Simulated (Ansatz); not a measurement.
`B[SiH]([GeH3])C#N` → `B[SiH2]C#N` + `[GeH2]` at 700 K and 1 bar (germylene loss).

Isolated molecules relaxed with PBE0-D4/def2-TZVP in Ansatz; ΔE leaves out vibrations. CBS: MP2 limit from def2 TZ/QZ plus the TZ coupled-cluster correction, frozen cores. For Ge outer-core shells are correlated without core-valence functions, which leaves a few kJ/mol of doubt a bond. Scalar relativity is left out up to krypton.

```tsv
species	CCSD(T)/CBS energy (Eh)	H − E (kJ/mol)	S (J/(mol·K))
`B[SiH]([GeH3])C#N`	-2486.30184	253.6	532.3
`B[SiH2]C#N`	-408.97966	183.5	416.8
`[GeH2]`	-2077.24753	54.8	253.9
```

H − E and S are ideal-gas, rigid-rotor, harmonic terms from PBE0-D4/def2-TZVP, for one conformer and one mirror image of each species. 1 Eh = 2625.50 kJ/mol, R = 8.31446 J/(mol·K).

By hand: ΔE, ΔH, ΔS and ΔG.

ΔE = (-408.97966) + (-2077.24753) − (-2486.30184) = 0.07465 Eh = 196.0 kJ/mol. Δ(H − E) = 183.5 + 54.8 − 253.6 = -15.3, so ΔH = 180.7 kJ/mol. ΔS = 416.8 + 253.9 − 532.3 = 138.4 J/(mol·K). ΔG = 180.7 − 700 × (138.4)/1000 = 83.8 kJ/mol.

By hand: the equilibrium constant, and the temperature at which ΔG would vanish if ΔH and ΔS stayed fixed.

log₁₀ K = −ΔG/(RT ln 10) = -6.3. ΔG = 0 at ΔH/ΔS = 1306 K.

The number of gas molecules changes by +1, which sets the sign of ΔS. A doubt of 5 kJ/mol in ΔE shifts log₁₀ K by 0.4 here. Other conformers and mirror images would add mixing entropy, several J/(mol·K) or more a flexible species. These are equilibria of isolated gas molecules and say nothing of rates. Largest T1 diagnostic: 0.014 (customary marks: 0.02 for closed shells, 0.045 for open ones).
